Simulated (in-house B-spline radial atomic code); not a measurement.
The numbers below are computed, except where a source is named.
## Xe in an electron gas of r_s = 2.67: phase shifts, screening, friction and resistivity

A nucleus sits in a uniform electron gas with a rigid positive background. The Kohn-Sham equations are solved self-consistently in the spin-unpolarised LDA (PW92), non-relativistic, on B-splines with outgoing waves at the boundary and partial waves to l = 8. The model has no lattice, no bands and no magnetic solution. Atomic units; δ_l are the phase shifts at the Fermi level, counted so that each bound state adds π, and good to about 0.0005.

The density parameter is r_s = 2.67 bohr, near that of the valence electrons of Cu (1 per atom, density 8.96 g/cm³, mass 63.55 u, which gives r_s = 2.67).

```
l  δ_l (rad)
0    14.2644
1    11.6899
2     7.0180
3     0.0535
4     0.0027
5     0.0004
6    -0.0001
7     0.0002
8     0.0000
```

Bound levels below the band bottom (hartree): s -6.467, p -4.853, d -2.077, s -0.4748, p -0.1216 and deeper ones.

(1) Check the Friedel sum rule, and say where the screening charge sits.

(2) Find the transport cross section and the electronic stopping of a 5 keV Xe ion (mass 131.29 u).

(3) What residual resistivity would 1 atomic per cent of such centres give in Cu?

(4) On a substitutional site the background of one host ion, a sphere holding 1 charge, is taken out. The phase shifts for l = 0 to 4 become 14.1687, 11.5831, 6.7942, 0.0483, 0.0030. What follows?

## Answers

(1) k_F = (9π/4)^(1/3)/r_s = 0.71879. The rule is Z = (2/π) Σ (2l + 1) δ_l. The terms are s 9.081, p 22.326, d 22.339, f 0.238 and 0.019 beyond, in all 54.004 against Z = 54. Bound states hold 10 s, 24 p, 20 d electrons, so the scattering states carry 0.00 in all; where a term is smaller than its bound count, the bound level has drawn weight out of the band.

(2) σ_tr = (4π/k_F²) Σ (l + 1) sin²(δ_l − δ_(l+1)). The terms for l = 0 to 3 are 0.2886, 1.9967, 1.1900, 0.0103, all together 3.4856, so σ_tr = 24.323 × 3.4856 = 84.780 bohr². With n = 3/(4π r_s³) = 0.01254, the friction coefficient is Q = n k_F σ_tr = 0.7643. For v well below v_F = 0.719, dE/dx = Q v; with 24801 eV per u at v = 1, v = √(5000/(24801 × 131.29)) = 0.0392, so dE/dx = 0.02995 hartree/bohr = 15.4 eV/nm. The largest term couples the p and d waves.

(3) Δρ = k_F n_i σ_tr/n in atomic units of 21.74 μΩ·cm. With one host atom per 1 electron, n_i/n = 0.01/1, so Δρ = 0.7188 × 0.01000 × 84.780 × 21.74 = 13.25 μΩ·cm. This is an atom added to the gas, as on an interstitial site.

(4) The Friedel sum is now 53.01, for Z − 1 = 53. The sum in σ_tr is 2.8729, so σ_tr = 69.88 bohr² and Δρ = 10.92 μΩ·cm per atomic per cent, 0.82 times the value above. A real host ion scatters too, so this model doesn't give zero even for the host's own atom.
